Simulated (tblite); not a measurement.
C₅H₂N₃O (doublet state).
Numbering: `[C:1]#[C:2][c:3]1[n:4][cH:5][n:6]([CH:7]=[O:8])[n:9]1` (hydrogens: H10 on C5; H11 on C7)

Computed geometry: GFN2-xTB, gas phase. This method treats the open shell by occupation alone, without spin polarisation.

Question: List the bond lengths, angles and torsions at this level.

Answer: 
| bond | length (Å) |
| --- | --- |
| C1≡C2 | 1.200 |
| C2–C3 | 1.414 |
| C3–N4 | 1.368 |
| N4–C5 | 1.293 |
| C5–N6 | 1.373 |
| N6–C7 | 1.388 |
| C7=O8 | 1.193 |
| N6–N9 | 1.348 |
| C3–N9 | 1.312 |
| C5–H10 | 1.071 |
| C7–H11 | 1.100 |

A selection of angles:
| angle | degrees |
| --- | --- |
| C1–C2–C3 | 174.9 |
| C2–C3–N4 | 123.0 |
| C2–C3–N9 | 123.4 |
| N4–C3–N9 | 113.6 |
| C3–N4–C5 | 104.1 |
| N4–C5–N6 | 110.0 |
| N4–C5–H10 | 126.9 |
| N6–C5–H10 | 123.1 |
| C5–N6–C7 | 129.4 |
| C5–N6–N9 | 108.4 |
| C7–N6–N9 | 122.2 |
| N6–C7–O8 | 123.5 |
| N6–C7–H11 | 110.6 |
| O8–C7–H11 | 125.9 |
| C3–N9–N6 | 104.0 |

Dihedral angles: C5–N6–C7–O8 0° (synperiplanar).

N4 (nitrogen bonded to 2 C) is bent (angle 104.1°). The 5 C–N bonds span 1.293 Å (N4–C5, aromatic) to 1.388 Å (N6–C7, drawn single), a spread of 0.095 Å. Of the pairs four or more bonds apart, O8···H10 is among the closest relative to their van der Waals radii: 2.81 Å, 103 % of the sum of Bondi's values. The 5-membered ring C3–N4–C5–N6–N9 has internal angles of 104.0° to 113.6° (sum 540°, against 540° for a flat polygon); it is planar, 0.00 Å rms from its mean plane, widest ring torsion 0°. C3 (carbon bonded to C and 2 N) is planar (angles 123.4°, 123.0° and 113.6°, sum 360.0°, 0.00 Å off the plane of its three neighbours). N6 (nitrogen bonded to 2 C and N) is planar (angles 129.4°, 122.2° and 108.4°, sum 360.0°, 0.00 Å off the plane of its three neighbours). C7 (carbon bonded to N, O and H) is planar (angles 125.9°, 123.5° and 110.6°, sum 360.0°, 0.00 Å off the plane of its three neighbours).

Point group: Cs (tolerance 0.08 Å). Its GFN2-xTB frequencies are all real (lowest 60 cm⁻¹). 2 starts were optimised and ended at 0.00 and 3.75 kcal/mol (GFN2-xTB); the lowest of these is shown.

One conformer stands for the species.
